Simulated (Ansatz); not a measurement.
Reaction (SMILES): [Si](F)F (closed-shell singlet) → 2 F atom + Si atom
B3LYP-D3(BJ)/def2-TZVP geometries, fixed; electronic energies without zero-point terms.

Basis-set convergence of the atomisation energy at HF with Ansatz (an electronic-structure program). All functions are spherical. A restricted Hartree-Fock determinant is unstable towards unrestricted orbitals. Open shells are unrestricted. No added dispersion term, no relativity. Functions are those of the species that has most. Reference: the value in aug-cc-pV(5+d)Z, 213.37 kcal/mol, itself unsure by roughly 0.40 kcal/mol (its mean distance from pcseg-4, aug-pcseg-3, aug-cc-pV(Q+d)Z). Deviations are taken from unrounded values.

```json
[
 {"basis": "pcseg-0", "functions": "31"},
 {"basis": "pcseg-1", "functions": "46"},
 {"basis": "aug-pcseg-1", "functions": "73"},
 {"basis": "pcseg-2", "functions": "94"},
 {"basis": "aug-pcseg-2", "functions": "142"},
 {"basis": "pcseg-3", "functions": "184"},
 {"basis": "aug-pcseg-3", "functions": "259"},
 {"basis": "pcseg-4", "functions": "307"}
]
```

Which is the smallest pcseg set listed that can be trusted to 4 kcal/mol here, that is, within that of the reference together with its larger relatives (same family, alike in diffuse functions; a set with none to test it counts only in the reference's own line)?

The smallest set listed that lies within 4 kcal/mol of the reference with all its larger relatives (same family, alike in diffuse functions; a set with none counts only in the reference's own line) is pcseg-2 (94 functions, -0.85 kcal/mol off). Value minus reference: pcseg-0 -44.06, pcseg-1 -19.21, aug-pcseg-1 -11.64, pcseg-2 -0.85, aug-pcseg-2 0.17, pcseg-3 0.56, aug-pcseg-3 0.66, pcseg-4 0.43 kcal/mol.
